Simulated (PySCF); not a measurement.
GeH3ISe, SMILES [GeH3][Se]I. Atoms are numbered in the order given.

```xyz
6

Se     1.1634    -0.4489     0.0000
I     -0.3179     1.6524     0.0000
Ge    -0.6206    -2.0376     0.0000
H      0.0953    -3.4032     0.0000
H     -1.4728    -1.8536     1.2671
H     -1.4728    -1.8536    -1.2671
```
Charge 0, spin multiplicity 1.

Coordinates come from a B3LYP-D3(BJ)/def2-SVP optimisation. This is a generated structure with no PubChem entry under its InChIKey; it may be hypothetical. The def2 effective core potentials stand for the cores of I; spin–orbit coupling is left out.

Method: PBE0/def2-TZVPD (PySCF).

Symmetry labels are those of the subgroup Cs that the program uses (full group Cs).

**Question.** List the valence orbital energies around the gap with their symmetry. (An estimate is asked for; the answer gives what the named calculation found.)

**Answer.** 
| orbital | symmetry | energy (eV) |
|---|---|---|
| HOMO−7 | A' | -15.52 |
| HOMO−6 | A' | -10.66 |
| HOMO−5 | A" | -10.33 |
| HOMO−4 | A' | -9.88 |
| HOMO−3 | A' | -9.35 |
| HOMO−2 | A" | -8.49 |
| HOMO−1 | A' | -7.61 |
| HOMO | A" | -6.72 |
| LUMO | A' | -2.98 |
| LUMO+1 | A' | -0.85 |
| LUMO+2 | A' | 0.03 |
| LUMO+3 | A' | 0.57 |
